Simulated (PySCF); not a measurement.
B3LYP has the VWN-RPA correlation part, as in Gaussian. Excitations are Tamm–Dancoff values on a coarser integration grid. The basis has no diffuse functions, so Rydberg states are missing or too high.

HAlBr2, SMILES `[Br][AlH][Br]` (charge 0, multiplicity 1)

These are B3LYP-D3(BJ)/def2-TZVP in PySCF values and carry that method's errors.

```json
{
 "HOMO": "-8.36 eV",
 "dipole_moment": "0.92 D",
 "HOMO–LUMO gap": "6.51 eV",
 "LUMO": "-1.85 eV",
 "S1 excitation (TDA)": "5.46 eV",
 "S1 oscillator strength": "0.000",
 "brightest of the four lowest singlets (TDA)": "6.36 eV",
 "T1 excitation (TDA)": "5.35 eV",
 "S1–T1 gap (TDA)": "0.10 eV",
 "vertical ionisation energy (Delta-SCF)": "10.64 eV",
 "total_energy": "-5391.5661 Ha",
 "cost": "very roughly 70 core-seconds"
}
```

Bonds (Å): Br1–Al2 2.251, Al2–Br3 2.251, Al2–H4 1.559. Angles (°): Br1–Al2–Br3 118.5, Br1–Al2–H4 120.7, Br3–Al2–H4 120.7.
